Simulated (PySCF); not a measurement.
O2S, charge +1, doublet, geometry from GFN2-xTB (a state made from the parent by changing its charge; the spin is typed, not shown lowest); PySCF with TPSS/aug-cc-pVDZ.

PySCF was given this input:
```python
from pyscf import gto, scf, dft

mol = gto.Mole()
mol.atom = '''
    S     0.01164702   -0.00345740    0.31572720
    O    -0.03156227    1.26296905   -0.30120014
    O     0.00826823   -1.25605426   -0.33025426
'''
mol.basis = 'aug-cc-pvdz'
mol.charge = 1
mol.spin = 1
mol.verbose = 4
mol.build()

mf = dft.UKS(mol)
mf.xc = 'tpss'
mf.kernel()
mf.analyze()
```

The log (banner, timings and long lists left out):

```
PySCF version 2.14.0

[INPUT] verbose = 4
[INPUT] num. atoms = 3
[INPUT] num. electrons = 31
[INPUT] charge = 1
[INPUT] spin (= nelec alpha-beta = 2S) = 1
[INPUT] symmetry False subgroup None
[INPUT] Mole.unit = angstrom
[INPUT] Symbol           X                Y                Z      unit          X                Y                Z       unit  Magmom
[INPUT]  1 S      0.011647020000  -0.003457400000   0.315727200000 AA    0.022009677967  -0.006533539103   0.596637938076 Bohr   0.0
[INPUT]  2 O     -0.031562270000   1.262969050000  -0.301200140000 AA   -0.059644046170   2.386665608302  -0.569185773281 Bohr   0.0
[INPUT]  3 O      0.008268230000  -1.256054260000  -0.330254260000 AA    0.015624690235  -2.373598548993  -0.624090102871 Bohr   0.0

nuclear repulsion = 109.563088799609
number of shells = 24
number of NR pGTOs = 120
number of NR cGTOs = 73
basis = aug-cc-pvdz
ecp = {}

******** <class 'pyscf.dft.uks.UKS'> ********
method = UKS
initial guess = minao
damping factor = 0
level_shift factor = 0
DIIS = <class 'pyscf.scf.diis.CDIIS'>
diis_start_cycle = 1
diis_space = 8
diis_damp = 0
SCF conv_tol = 1e-09
SCF conv_tol_grad = None
SCF max_cycles = 50
direct_scf = True
direct_scf_tol = 1e-13
number electrons alpha = 16  beta = 15
XC library pyscf.dft.libxc version 7.1.2
    S. Lehtola, C. Steigemann, M. J. T. Oliveira, and M. A. L. Marques,  SoftwareX 7, 1–5 (2018)
XC functionals = tpss
    J. Tao, J. P. Perdew, V. N. Staroverov, and G. E. Scuseria,  Phys. Rev. Lett. 91, 146401 (2003)
    J. P. Perdew, J. Tao, V. N. Staroverov, and G. E. Scuseria,  J. Chem. Phys. 120, 6898 (2004)
    J. Tao, J. P. Perdew, V. N. Staroverov, and G. E. Scuseria,  Phys. Rev. Lett. 91, 146401 (2003)
    J. P. Perdew, J. Tao, V. N. Staroverov, and G. E. Scuseria,  J. Chem. Phys. 120, 6898 (2004)
radial grids:
    Treutler-Ahlrichs [JCP 102, 346 (1995); DOI:10.1063/1.469408] (M4) radial grids

becke partition: Becke, JCP 88, 2547 (1988); DOI:10.1063/1.454033
pruning grids: <function nwchem_prune>
grids dens level: 3
symmetrized grids: False
atomic radii adjust function: <function treutler_atomic_radii_adjust>
small_rho_cutoff = 0
Set gradient conv threshold to 3.16228e-05
tot grids = 47048
init E= -549.447376399742

cycle= 1 E= -547.98288637137  delta_E= 1.46  |g|= 0.712  |ddm|=  1.5
cycle= 2 E= -546.822179599341  delta_E= 1.16  |g|= 1.79  |ddm|= 1.62
cycle= 3 E= -548.215973243126  delta_E= -1.39  |g|= 0.0696  |ddm|= 1.17
cycle= 4 E= -548.217717096884  delta_E= -0.00174  |g|= 0.0362  |ddm|= 0.0818
cycle= 5 E= -548.218317692678  delta_E= -0.000601  |g|= 0.00481  |ddm|= 0.028
cycle= 6 E= -548.218323893178  delta_E= -6.2e-06  |g|= 0.00447  |ddm|= 0.00629
cycle= 7 E= -548.218327591016  delta_E= -3.7e-06  |g|= 0.0034  |ddm|= 0.00508
cycle= 8 E= -548.218332596386  delta_E= -5.01e-06  |g|= 0.000241  |ddm|= 0.00244
cycle= 9 E= -548.218332640958  delta_E= -4.46e-08  |g|= 6.1e-05  |ddm|= 0.000309
cycle= 10 E= -548.218332644501  delta_E= -3.54e-09  |g|= 1.23e-05  |ddm|= 9.38e-05
cycle= 11 E= -548.218332644679  delta_E= -1.78e-10  |g|= 8.42e-06  |ddm|= 2.93e-05
Extra cycle  E= -548.218332644497  delta_E= 1.82e-10  |g|= 2.25e-05  |ddm|= 2.05e-05
converged SCF energy = -548.218332644497  <S^2> = 0.75402245  2S+1 = 2.0040184
**** SCF Summaries ****
Total Energy =                        -548.218332644497195
Nuclear Repulsion Energy =             109.563088799608977
One-electron Energy =                 -962.006742070152768
Two-electron Energy =                  304.225320626046539
Two-electron Coulomb Energy =          346.793808739086160
DFT Exchange-Correlation Energy =      -42.568488113039628
**** MO energy ****
                             alpha | beta                alpha | beta
MO #1   energy= -88.919975845355   | -88.9184959135973  occ= 1 | 1
MO #2   energy= -19.3261012561227  | -19.3161071614813  occ= 1 | 1
MO #3   energy= -19.3260958035268  | -19.3161026510481  occ= 1 | 1
MO #4   energy= -8.27053852604799  | -8.26905811981932  occ= 1 | 1
MO #5   energy= -6.25069434192785  | -6.25020569426743  occ= 1 | 1
MO #6   energy= -6.24895465488294  | -6.24762244827324  occ= 1 | 1
MO #7   energy= -6.24715517505721  | -6.24322817229353  occ= 1 | 1
MO #8   energy= -1.44584836616334  | -1.42847803961003  occ= 1 | 1
MO #9   energy= -1.36262553130159  | -1.3407694575243   occ= 1 | 1
MO #10  energy= -0.924093492283381 | -0.895849593219861 occ= 1 | 1
MO #11  energy= -0.794154961712976 | -0.781435925464672 occ= 1 | 1
MO #12  energy= -0.788746410251771 | -0.770563011382694 occ= 1 | 1
MO #13  energy= -0.787183032222986 | -0.764251798776103 occ= 1 | 1
MO #14  energy= -0.674748729953664 | -0.668017642837738 occ= 1 | 1
MO #15  energy= -0.662918477425341 | -0.644773115749693 occ= 1 | 1
MO #16  energy= -0.635709305867384 | -0.576451206239687 occ= 1 | 0
MO #17  energy= -0.471457450225109 | -0.455622921073225 occ= 0 | 0
MO #18  energy= -0.303218646542238 | -0.290364377640369 occ= 0 | 0
MO #19  energy= -0.218763151925445 | -0.202951671117088 occ= 0 | 0
MO #20  energy= -0.168643094423013 | -0.161643407334889 occ= 0 | 0
MO #21  energy= -0.129849906308197 | -0.126974580582209 occ= 0 | 0
MO #22  energy= -0.121238074935343 | -0.114276007312657 occ= 0 | 0
MO #23  energy= -0.0902719316401237 | -0.0850806261152854 occ= 0 | 0
MO #24  energy= -0.0772270807450544 | -0.0664794707597243 occ= 0 | 0

To work with the spin densities directly, `use mulliken_meta_spin()` only printing them here.

 ** Mulliken spin pop alpha/beta on meta-lowdin orthogonal AOs **
 ** Mulliken Spin Density (per AO)  **
spin_pop of  0 S 1s        0.00000
spin_pop of  0 S 2s        0.00002
spin_pop of  0 S 3s        0.17811
spin_pop of  0 S 4s        0.00531
spin_pop of  0 S 5s        0.00069
spin_pop of  0 S 2px      -0.00000
spin_pop of  0 S 2py      -0.00000
spin_pop of  0 S 2pz       0.00002
spin_pop of  0 S 3px       0.00850
spin_pop of  0 S 3py      -0.02897
spin_pop of  0 S 3pz       0.12291
spin_pop of  0 S 4px       0.00033
spin_pop of  0 S 4py      -0.00062
spin_pop of  0 S 4pz       0.00162
spin_pop of  0 S 5px      -0.00000
spin_pop of  0 S 5py       0.00024
spin_pop of  0 S 5pz       0.00051
spin_pop of  0 S 3dxy     -0.00074
spin_pop of  0 S 3dyz     -0.00123
spin_pop of  0 S 3dz^2     0.00510
spin_pop of  0 S 3dxz     -0.00106
spin_pop of  0 S 3dx2-y2    0.01178
spin_pop of  0 S 4dxy      0.00010
spin_pop of  0 S 4dyz      0.00017
spin_pop of  0 S 4dz^2     0.00088
spin_pop of  0 S 4dxz     -0.00003
spin_pop of  0 S 4dx2-y2    0.00099
spin_pop of  1 O 1s       -0.00000
spin_pop of  1 O 2s       -0.00031
spin_pop of  1 O 3s       -0.00028
spin_pop of  1 O 4s        0.00117
spin_pop of  1 O 2px      -0.00277
spin_pop of  1 O 2py       0.01768
spin_pop of  1 O 2pz       0.32628
spin_pop of  1 O 3px       0.00033
spin_pop of  1 O 3py       0.00142
spin_pop of  1 O 3pz       0.00120
spin_pop of  1 O 4px      -0.00011
spin_pop of  1 O 4py       0.00018
spin_pop of  1 O 4pz       0.00028
spin_pop of  1 O 3dxy     -0.00017
spin_pop of  1 O 3dyz      0.00242
spin_pop of  1 O 3dz^2    -0.00004
spin_pop of  1 O 3dxz     -0.00008
spin_pop of  1 O 3dx2-y2    0.00018
spin_pop of  1 O 4dxy     -0.00006
spin_pop of  1 O 4dyz      0.00039
spin_pop of  1 O 4dz^2     0.00010
spin_pop of  1 O 4dxz     -0.00005
spin_pop of  1 O 4dx2-y2   -0.00005
spin_pop of  2 O 1s       -0.00000
spin_pop of  2 O 2s       -0.00031
spin_pop of  2 O 3s       -0.00028
spin_pop of  2 O 4s        0.00117
spin_pop of  2 O 2px      -0.00294
spin_pop of  2 O 2py       0.01438
spin_pop of  2 O 2pz       0.32975
spin_pop of  2 O 3px       0.00033
spin_pop of  2 O 3py       0.00143
spin_pop of  2 O 3pz       0.00119
spin_pop of  2 O 4px      -0.00011
spin_pop of  2 O 4py       0.00016
spin_pop of  2 O 4pz       0.00030
spin_pop of  2 O 3dxy     -0.00017
spin_pop of  2 O 3dyz      0.00241
spin_pop of  2 O 3dz^2     0.00001
spin_pop of  2 O 3dxz     -0.00009
spin_pop of  2 O 3dx2-y2    0.00015
spin_pop of  2 O 4dxy     -0.00006
spin_pop of  2 O 4dyz      0.00037
spin_pop of  2 O 4dz^2     0.00012
spin_pop of  2 O 4dxz     -0.00005
spin_pop of  2 O 4dx2-y2   -0.00004
 ** Mulliken Spin Density (per atom)  **
spin density of  0 S =      0.30461
spin density of  1 O =      0.34769
spin density of  2 O =      0.34769
 ** Mulliken pop alpha/beta on meta-lowdin orthogonal AOs **
 ** Mulliken pop       alpha | beta **
In total            16.00000 | 15.00000
 ** Mulliken atomic charges   ( Nelec_alpha | Nelec_beta ) **
charge of  0S =      1.65323  (     7.32569      7.02108 )
charge of  1O =     -0.32661  (     4.33715      3.98946 )
charge of  2O =     -0.32661  (     4.33715      3.98946 )

WARN: System has nonzero charge 1; the dipole moment is origin-dependent.
Location of origin: [0. 0. 0.]

Dipole moment(X, Y, Z, Debye):  0.04833, -0.01435,  1.31003
```
